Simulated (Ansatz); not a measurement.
`F[Si]([SiH3])(Cl)Cl` → `F[Si]Cl` + `[SiH3]Cl` at 700 K and 1 bar (silylene formation by 1,1-elimination).

Program: Ansatz. Geometries: PBE0-D4/def2-TZVP. ΔE: electronic, gas phase. CBS: MP2 limit from def2 TZ/QZ plus the TZ coupled-cluster correction, frozen cores. This one scheme is used for every species.

```tsv
species	CCSD(T)/CBS energy (Eh)	H − E (kJ/mol)	S (J/(mol·K))
`F[Si]([SiH3])(Cl)Cl`	-1599.47838	161.2	487.8
`F[Si]Cl`	-848.72390	42.9	319.9
`[SiH3]Cl`	-750.69636	107.0	306.3
```

H − E and S are ideal-gas, rigid-rotor, harmonic terms from PBE0-D4/def2-TZVP. 1 Eh = 2625.50 kJ/mol, R = 8.31446 J/(mol·K).

Question: By hand: ΔE, ΔH, ΔS and ΔG.

Answer: ΔE = (-848.72390) + (-750.69636) − (-1599.47838) = 0.05812 Eh = 152.6 kJ/mol. Δ(H − E) = 42.9 + 107.0 − 161.2 = -11.3, so ΔH = 141.3 kJ/mol. ΔS = 319.9 + 306.3 − 487.8 = 138.4 J/(mol·K). ΔG = 141.3 − 700 × (138.4)/1000 = 44.4 kJ/mol.

Question: By hand: the equilibrium constant, and the temperature at which ΔG would vanish if ΔH and ΔS stayed fixed.

Answer: log₁₀ K = −ΔG/(RT ln 10) = -3.3. ΔG = 0 at ΔH/ΔS = 1021 K.

The number of gas molecules changes by +1, which sets the sign of ΔS. A doubt of 5 kJ/mol in ΔE shifts log₁₀ K by 0.4 here. These are equilibria of isolated gas molecules and say nothing of rates. Largest T1 diagnostic: 0.014 (customary marks: 0.02 for closed shells, 0.045 for open ones).
